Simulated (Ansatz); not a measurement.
Compare A (`B[C]1([AlH2])CC1`) with its isomer B (`[BH2][Al]1[CH2][CH]1C`).

Computed with Ansatz on PBE0-D4/def2-TZVP structures; ΔE is electronic, products minus reactants. CBS: MP2 limit from def2 TZ/QZ plus the TZ coupled-cluster correction, frozen cores. DFT in def2-TZVPP. B3LYP here is the variant with VWN-RPA as its local correlation; programs differ in this.

A:

```xyz
13

B     0.673    1.559   -0.216
C     0.012    0.185   -0.210
Al    0.164   -1.057   -1.683
C     0.202   -0.445    1.216
C    -1.131   -0.021    0.797
H     0.447    2.332    0.681
H     1.452    1.890   -1.067
H    -0.463   -2.509   -1.485
H     0.886   -0.667   -3.041
H     0.729    0.152    1.951
H     0.435   -1.504    1.252
H    -1.546    0.874    1.246
H    -1.859   -0.789    0.561
```

B:

Z-matrix (Å, degrees):
```
C
Al 1 1.954
C 1 1.520 2 67.7
H 1 1.088 2 119.3 3 -109.9
H 1 1.089 2 117.7 3 108.6
B 2 2.056 1 157.2 3 -177.6
C 3 1.508 1 118.0 2 116.3
H 3 1.090 1 113.5 2 -107.5
H 6 1.197 2 121.4 1 -92.1
H 6 1.197 2 121.5 1 88.9
H 7 1.095 3 111.9 1 -47.8
H 7 1.098 3 111.1 1 71.2
H 7 1.092 3 111.7 1 -168.1
```

(1) Which is lower in electronic energy at CCSD(T)/CBS, and by how much? (Best estimate.)

(2) Give E(B) − E(A) in kcal/mol with B2PLYP, B3LYP-D4, PBE0-D4, r2SCAN-D4, ωB97M-V, CCSD(T)/def2-TZVPP, CCSD/def2-TZVPP. (An estimate is asked.)

Largest T1 diagnostic: 0.020.

## Answers

(1) Ansatz gave: A, by 22.3 kcal/mol.

(2) Ansatz gave: B2PLYP 21.3, B3LYP-D4 20.2, PBE0-D4 19.5, r2SCAN-D4 17.6, ωB97M-V 24.5, CCSD(T)/def2-TZVPP 22.2, CCSD/def2-TZVPP 23.5. None reverses the order clearly.

In def2-TZVPP, CCSD(T) changes the Hartree–Fock value by −7.7 kcal/mol (the triples alone add −1.3 kcal/mol) and MP2 by −3.8 kcal/mol. From PBE to PBE0 (25 % exact exchange), in def2-TZVPP and without D4, E(B) − E(A) moves by +5.2 kcal/mol.
